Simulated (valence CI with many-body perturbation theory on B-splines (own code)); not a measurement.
**Forbidden lines of Hf³¹⁺**

Method: configuration interaction combined with many-body perturbation theory (CI+MBPT): five valence electrons over a frozen Dirac-Fock core [Kr], radial functions for each j: 7 s, 7 p, 8 d, 6 f, 4 g, 1 h, with the one-electron correlation potential Σ1, the two-electron term Σ2, the three-electron term Σ3, Breit, model QED; selected CI, second order for the rest (own B-spline code, finite nucleus).

No measured spectrum was set against this ion. As an estimate, large intervals hold to a few tenths of a per cent, small ones and those within an open d or f shell to about a per cent. Only levels of the ground parity were solved; by the run's estimate the other parity begins above the list, which can be wrong where configurations are misplaced.

Lines 51 to 100 of 120 in falling wavelength, among levels below 539160 cm⁻¹, chosen from the decays that carry over 1 % of a level's rate. Wavelengths and rates use the calculated energies. Electric multipoles are in the length gauge, E1 and E2 with the static RPA response of the core. S is in atomic units (e²a₀⁴ for E2 and M2, e²a₀⁶ for E3), for M1 in squared Bohr magnetons. Weak lines are less certain than strong ones. Lines between different terms over intervals too small for the method are left out, as are lines whose strength nearly cancels.

Levels are named by their leading jj configuration (3d3/2^4 stands for four electrons in 3d with j = 3/2), which in mixed levels can hold well under half, so a name can repeat and another be missing. Letters in brackets count levels of one name in rising energy.

| λ vac (nm) | Upper | Lower | Type | A (s⁻¹) | S (a.u.) |
| --- | --- | --- | --- | --- | --- |
| 83.90 | (4d3/2^2 4d5/2^3) J=5/2 [c] | (4d3/2^3 4d5/2^2) J=7/2 [b] | M1 | 1.24e+04 | 1.63e+00 |
| 82.97 | (4d3/2^2 4d5/2^3) J=13/2 | (4d3/2^3 4d5/2^2) J=11/2 | M1 | 4.61e+03 | 1.37e+00 |
| 82.88 | (4d3/2^2 4d5/2^3) J=5/2 [a] | (4d3/2^3 4d5/2^2) J=5/2 [a] | M1 | 5.65e+04 | 7.15e+00 |
| 82.80 | (4d3/2^3 4d5/2^2) J=7/2 [a] | (4d3/2^4 4d5/2) J=5/2 | M1 | 1.29e+04 | 2.17e+00 |
| 81.84 | (4d3/2^2 4d5/2^3) J=3/2 [c] | (4d3/2^2 4d5/2^3) J=1/2 [a] | M1 | 5.84e+02 | 4.75e-02 |
| 81.81 | (4d3/2^2 4d5/2^3) J=5/2 [d] | (4d3/2^2 4d5/2^3) J=3/2 [a] | M1 | 1.00e+03 | 1.22e-01 |
| 80.37 | (4d3/2^3 4d5/2^2) J=3/2 [a] | (4d3/2^4 4d5/2) J=5/2 | M1 | 3.52e+04 | 2.71e+00 |
| 79.54 | (4d3/2^2 4d5/2^3) J=3/2 [a] | (4d3/2^3 4d5/2^2) J=3/2 [a] | M1 | 3.01e+04 | 2.25e+00 |
| 78.56 | (4d3/2 4d5/2^4) J=3/2 [a] | (4d3/2^2 4d5/2^3) J=5/2 [b] | M1 | 1.23e+04 | 8.86e-01 |
| 77.20 | (4d3/2^2 4d5/2^3) J=5/2 [b] | (4d3/2^3 4d5/2^2) J=3/2 [a] | M1 | 4.95e+03 | 5.07e-01 |
| 76.34 | (4d3/2^2 4d5/2^3) J=7/2 [b] | (4d3/2^3 4d5/2^2) J=5/2 [b] | M1 | 6.27e+02 | 8.28e-02 |
| 76.31 | (4d3/2 4d5/2^4) J=11/2 | (4d3/2^2 4d5/2^3) J=13/2 | M1 | 8.70e+03 | 1.72e+00 |
| 76.27 | (4d3/2 4d5/2^4) J=3/2 [a] | (4d3/2^2 4d5/2^3) J=3/2 [a] | M1 | 3.71e+04 | 2.44e+00 |
| 75.30 | (4d3/2^2 4d5/2^3) J=9/2 [b] | (4d3/2^3 4d5/2^2) J=9/2 | M1 | 2.65e+04 | 4.20e+00 |
| 75.08 | (4d3/2^2 4d5/2^3) J=5/2 [b] | (4d3/2^3 4d5/2^2) J=7/2 [a] | M1 | 1.05e+04 | 9.86e-01 |
| 74.70 | (4d3/2^2 4d5/2^3) J=3/2 [b] | (4d3/2^3 4d5/2^2) J=1/2 | M1 | 3.54e+03 | 2.19e-01 |
| 74.19 | (4d3/2^2 4d5/2^3) J=5/2 [c] | (4d3/2^3 4d5/2^2) J=5/2 [b] | M1 | 6.85e+02 | 6.22e-02 |
| 74.12 | (4d3/2 4d5/2^4) J=7/2 [a] | (4d3/2^2 4d5/2^3) J=9/2 [a] | M1 | 2.63e+04 | 3.18e+00 |
| 72.51 | (4d3/2^2 4d5/2^3) J=7/2 [b] | (4d3/2^3 4d5/2^2) J=9/2 | M1 | 6.90e+03 | 7.80e-01 |
| 72.46 | (4d3/2 4d5/2^4) J=3/2 [a] | (4d3/2^2 4d5/2^3) J=1/2 [a] | M1 | 3.03e+04 | 1.71e+00 |
| 71.87 | (4d3/2^3 4d5/2^2) J=9/2 | (4d3/2^4 4d5/2) J=5/2 | E2 | 4.21e+00 | 7.21e-03 |
| 71.78 | (4d3/2^2 4d5/2^3) J=7/2 [c] | (4d3/2^3 4d5/2^2) J=7/2 [b] | M1 | 1.02e+04 | 1.12e+00 |
| 71.63 | (4d3/2 4d5/2^4) J=5/2 [a] | (4d3/2^2 4d5/2^3) J=5/2 [a] | M1 | 7.27e+04 | 5.94e+00 |
| 71.41 | (4d3/2^2 4d5/2^3) J=3/2 [b] | (4d3/2^3 4d5/2^2) J=5/2 [b] | M1 | 6.30e+03 | 3.40e-01 |
| 70.71 | (4d3/2^2 4d5/2^3) J=7/2 [a] | (4d3/2^3 4d5/2^2) J=5/2 [a] | M1 | 7.11e+03 | 7.45e-01 |
| 69.82 | (4d3/2 4d5/2^4) J=11/2 | (4d3/2^2 4d5/2^3) J=9/2 [a] | M1 | 1.12e+04 | 1.70e+00 |
| 69.50 | (4d3/2^2 4d5/2^3) J=9/2 [b] | (4d3/2^3 4d5/2^2) J=11/2 | M1 | 9.01e+03 | 1.12e+00 |
| 69.02 | (4d3/2 4d5/2^4) J=7/2 [a] | (4d3/2^2 4d5/2^3) J=7/2 [a] | M1 | 2.30e+04 | 2.25e+00 |
| 68.52 | (4d3/2^2 4d5/2^3) J=5/2 [d] | (4d3/2^2 4d5/2^3) J=7/2 [a] | M1 | 5.40e+02 | 3.86e-02 |
| 68.46 | (4d3/2^3 4d5/2^2) J=5/2 [b] | (4d3/2^4 4d5/2) J=5/2 | M1 | 3.69e+02 | 2.63e-02 |
| 68.01 | (4d3/2^2 4d5/2^3) J=1/2 [b] | (4d3/2^3 4d5/2^2) J=1/2 | M1 | 1.40e+04 | 3.26e-01 |
| 67.50 | (4d3/2 4d5/2^4) J=11/2 | (4d3/2^2 4d5/2^3) J=11/2 | M1 | 3.82e+04 | 5.23e+00 |
| 66.15 | (4d3/2^2 4d5/2^3) J=9/2 [b] | (4d3/2^3 4d5/2^2) J=7/2 [a] | M1 | 8.07e+03 | 8.66e-01 |
| 65.69 | (4d3/2^3 4d5/2^2) J=1/2 | (4d3/2^4 4d5/2) J=5/2 | E2 | 1.34e+01 | 2.92e-03 |
| 64.56 | (4d3/2^2 4d5/2^3) J=7/2 [c] | (4d3/2^3 4d5/2^2) J=5/2 [b] | M1 | 5.29e+03 | 4.22e-01 |
| 63.99 | (4d3/2^2 4d5/2^3) J=7/2 [b] | (4d3/2^3 4d5/2^2) J=7/2 [a] | M1 | 4.88e+02 | 3.79e-02 |
| 63.93 | (4d3/2^2 4d5/2^3) J=5/2 [c] | (4d3/2^3 4d5/2^2) J=3/2 [a] | M1 | 7.45e+03 | 4.33e-01 |
| 62.60 | (4d3/2^2 4d5/2^3) J=3/2 [c] | (4d3/2^2 4d5/2^3) J=5/2 [a] | M1 | 6.23e+02 | 2.27e-02 |
| 62.47 | (4d3/2^2 4d5/2^3) J=5/2 [c] | (4d3/2^3 4d5/2^2) J=7/2 [a] | M1 | 1.85e+04 | 1.00e+00 |
| 61.86 | (4d3/2^3 4d5/2^2) J=7/2 [b] | (4d3/2^4 4d5/2) J=5/2 | M1 | 1.01e+03 | 7.08e-02 |
| 61.85 | (4d3/2^2 4d5/2^3) J=3/2 [b] | (4d3/2^3 4d5/2^2) J=3/2 [a] | M1 | 6.68e+03 | 2.35e-01 |
| 61.80 | (4d3/2^2 4d5/2^3) J=7/2 [c] | (4d3/2^3 4d5/2^2) J=9/2 | M1 | 1.11e+04 | 7.80e-01 |
| 61.71 | (4d3/2^2 4d5/2^3) J=9/2 [c] | (4d3/2^3 4d5/2^2) J=7/2 [b] | M1 | 1.09e+04 | 9.47e-01 |
| 60.69 | (4d3/2^2 4d5/2^3) J=3/2 [c] | (4d3/2^3 4d5/2^2) J=3/2 [b] | M1 | 5.88e+03 | 1.95e-01 |
| 60.56 | (4d3/2^2 4d5/2^3) J=3/2 [a] | (4d3/2^3 4d5/2^2) J=5/2 [a] | M1 | 2.27e+04 | 7.49e-01 |
| 60.37 | (4d3/2 4d5/2^4) J=7/2 [a] | (4d3/2^2 4d5/2^3) J=5/2 [a] | M1 | 3.13e+03 | 2.04e-01 |
| 59.99 | (4d3/2^2 4d5/2^3) J=5/2 [d] | (4d3/2^2 4d5/2^3) J=5/2 [a] | M1 | 8.98e+03 | 4.31e-01 |
| 58.23 | (4d3/2^2 4d5/2^3) J=5/2 [d] | (4d3/2^3 4d5/2^2) J=3/2 [b] | M1 | 9.57e+03 | 4.20e-01 |
| 57.20 | (4d3/2^2 4d5/2^3) J=1/2 [b] | (4d3/2^3 4d5/2^2) J=3/2 [a] | M1 | 2.48e+04 | 3.44e-01 |
| 56.96 | (4d3/2 4d5/2^4) J=3/2 [a] | (4d3/2^2 4d5/2^3) J=5/2 [a] | M1 | 8.37e+03 | 2.29e-01 |
